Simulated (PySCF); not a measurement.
PySCF 2.14 output of an unrestricted PBE0 calculation on a single atom or ion in dyall-acv3z, with the spin-free X2C one-electron Hamiltonian (Gaussian nucleus):

```
SCF conv_tol = 1e-09
number electrons alpha = 6  beta = 5
    C. Adamo and V. Barone.,  J. Chem. Phys. 110, 6158 (1999)
    M. Ernzerhof and G. E. Scuseria.,  J. Chem. Phys. 110, 5029 (1999)
cycle= 1 E= -199.85169942328  delta_E= -0.00464  |g|= 0.0124  |ddm|= 0.115
cycle= 2 E= -199.851743307235  delta_E= -4.39e-05  |g|= 0.0067  |ddm|= 0.0159
cycle= 3 E= -199.851749418368  delta_E= -6.11e-06  |g|= 0.000858  |ddm|= 0.00187
cycle= 4 E= -199.851749744564  delta_E= -3.26e-07  |g|= 8.55e-05  |ddm|= 0.00128
cycle= 5 E= -199.851749754275  delta_E= -9.71e-09  |g|= 6.27e-06  |ddm|= 0.000302
cycle= 6 E= -199.851749754292  delta_E= -1.68e-11  |g|= 3.43e-07  |ddm|= 1.45e-05
converged SCF energy = -199.851749754292  <S^2> = 0.75000493  2S+1 = 2.0000049
```

The run itself started from symmetry-adapted Hartree-Fock orbitals and held the occupation by maximum overlap, on a logarithmic radial grid, so the iterations belong to that start.

Problem. Which element, charge and spin multiplicity is this?

Solution. Mg+ (magnesium, charge +1), multiplicity 2; the state was [Ne] 3p1, 2P determinant (an excited configuration).
